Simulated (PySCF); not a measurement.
HgBr2 (singlet). Method: PySCF, B3LYP, basis Hg def2-SVP with ECP60, Br def2-SVP (scalar-relativistic core potentials, no spin–orbit coupling, density fitting).

Harmonic bands of its minimum:

| ω (cm⁻¹) | IR (km/mol, summed over degenerate members) | degeneracy |
| --- | --- | --- |
| 66 | 3.5 | 2 |
| 204 | 0.0 | 1 |
| 274 | 27.0 | 1 |

**Question.** The central atom is Hg. Infer the point group and assign the bands.

**Answer.** D∞h. The modes span πu + σg+ + σu+: 66 πu, 204 σg+, 274 σu+. The computed geometry has Hg–Br 2.443 Å (×2); Br–Hg–Br 180.0°.

Stability towards spin polarisation was not tested. Spin–orbit coupling, left out here, can matter for elements this heavy.
